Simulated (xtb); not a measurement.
Mg (SMILES [Mg+]), charge +1, doublet (GFN-xTB shapes and energies of metal compounds can be far from the true ones). Base run: GFN0-xTB in xtb.

xtb was given this input:
```
$ xtb mol.xyz --gfn 0 --chrg 1 --uhf 1 --json

# file mol.xyz
1

Mg     0.00000000     0.00000000     0.00000000
```

Variants of this job, named by their change:

| change | ΔE vs base (kJ/mol) |
|---|---|
| base | 0.00 |
| acc = 0.1 | 0.00 |
| acc = 30 | 0.00 |
| acc = 1000 | 0.00 |
| etemp = 5000 | -1.86 |
| acc = 0.0001 | 0.00 |
